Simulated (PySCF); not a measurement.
## Distorted geometries of [HfO(OH)3]−

[HfO(OH)3]− (singlet). PySCF 2.14.0, RKS PBE, Hf def2-SVP with ECP60, O def2-SVP, H def2-SVP; non-relativistic Hamiltonian with scalar-relativistic core potentials where named; density fitting; no spin-orbit coupling. Relaxed geometry:

```xyz
8

Hf   -0.3710    0.0000    0.1148
O     0.5390    0.0000    1.7070
O     0.1754    1.6865   -0.9138
H     0.8192    2.2635   -0.4695
O    -2.3818    0.0000    0.5130
H    -2.6488    0.0000    1.4474
O     0.1754   -1.6865   -0.9138
H     0.8192   -2.2635   -0.4695
```

Problem. Order these distorted geometries by energy above the relaxed one, lowest first.
A.
```xyz
8

Hf   -0.4007    0.0246    0.0852
O     0.5948   -0.0403    1.6878
O     0.1476    1.6858   -0.8799
H     0.8160    2.2766   -0.4419
O    -2.4291   -0.0256    0.5141
H    -2.6461    0.0262    1.4693
O     0.2320   -1.6849   -0.9714
H     0.8121   -2.2624   -0.4474
```
B.
```xyz
8

Hf   -0.3165   -0.1045    0.2454
O     0.3648   -0.1277    1.5426
O     0.1857    2.0200   -0.7907
H     0.6327    2.3705   -0.4814
O    -2.3025   -0.1660    0.4823
H    -2.5406    0.0083    1.4466
O     0.2570   -1.7971   -0.8647
H     0.8460   -2.2034   -0.5644
```
C.
```xyz
8

Hf   -0.4591    0.1470   -0.0682
O     0.5362    0.1609    1.7656
O     0.3302    1.6307   -0.8300
H     0.5541    2.2169   -0.4289
O    -2.4818   -0.1595    0.4327
H    -2.6000    0.0399    1.3512
O     0.3806   -1.6680   -0.7734
H     0.8663   -2.3678   -0.4333
```

Solution. A (0.13 eV), C (4.14 eV), B (13.01 eV).

Problem. Which forces (eV/Å) act in the one that lies 4.14 eV up?

Solution. 
```
Hf    1.35  -7.16   6.86
O    -2.69   0.41  -4.13
O    -6.67 -16.69 -16.31
H     8.41  21.17  14.05
O     0.84   0.35  -1.81
H    -0.24   0.21   1.44
O    -2.59   3.78  -1.54
H     1.60  -2.07   1.43
```
Forces carry noise of the integration grid, about 0.01 to 0.03 eV/Å.
